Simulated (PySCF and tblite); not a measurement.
Values are calculated unless marked as measured or tabulated.
C₇H₈O, numbered as in [CH:1]#[C:2][C@@H:3]1[CH2:4][CH2:5][C:6](=[O:7])[CH2:8]1.

Free energies: PBE0-D3(BJ)/pcSseg-1 on GFN2-xTB structures plus GFN2-xTB thermal terms, symmetry and mirror images included. Conformers within 3 kcal/mol (GFN2-xTB free energy) were kept, 10 at most. GIAO shieldings: PBE0/pcSseg-1. Shifts are against TMS (¹H), TMS (¹³C) at the same level; of two unlike H on one atom, a is the less shielded. Run with PySCF (density fitting) and tblite.

The 5-ring runs over atoms 3–4–5–6–8.

| conformer | shape | symmetry | E(GFN2) kcal/mol | E(DFT) kcal/mol |
| --- | --- | --- | --- | --- |
| 1 | 5-ring twist (ring torsions -31, 13, 10, -30, 38°) | C1 | 0.00 | 0.00 |
| 2 | 5-ring twist (ring torsions 30, -11, -12, 31, -38°) | C1 | 0.02 | 0.13 |

Problem. How much do the weights at 298.15 K and the averaged shift of H4a depend on how the conformers are weighted?

Solution. 
```json
{"weighting": "DFT energy with thermal terms, symmetry and mirror images (full scheme)", "1 (%)": "52", "2 (%)": "48", "δ (ppm)": "2.16", "rms dipole (D)": "2.67"}
{"weighting": "DFT energy with symmetry and mirror images", "1 (%)": "56", "2 (%)": "44", "δ (ppm)": "2.15", "rms dipole (D)": "2.68"}
{"weighting": "bare DFT energy", "1 (%)": "56", "2 (%)": "44", "δ (ppm)": "2.15", "rms dipole (D)": "2.68"}
{"weighting": "GFN2-xTB energy with symmetry and mirror images", "1 (%)": "51", "2 (%)": "49", "δ (ppm)": "2.17", "rms dipole (D)": "2.66"}
{"weighting": "GFN2-xTB free energy", "1 (%)": "47", "2 (%)": "53", "δ (ppm)": "2.19", "rms dipole (D)": "2.65"}
{"weighting": "leading conformer alone", "1 (%)": "100", "2 (%)": "0", "δ (ppm)": "1.95", "rms dipole (D)": "2.82"}
{"weighting": "equal weights", "1 (%)": "50", "2 (%)": "50", "δ (ppm)": "2.17", "rms dipole (D)": "2.66"}
{"weighting": "full scheme, search stopped after three starts", "1 (%)": "0", "2 (%)": "100", "δ (ppm)": "2.39", "rms dipole (D)": "2.49"}
```

The largest departure from the full scheme, 0.22 ppm, comes with: full scheme, search stopped after three starts.
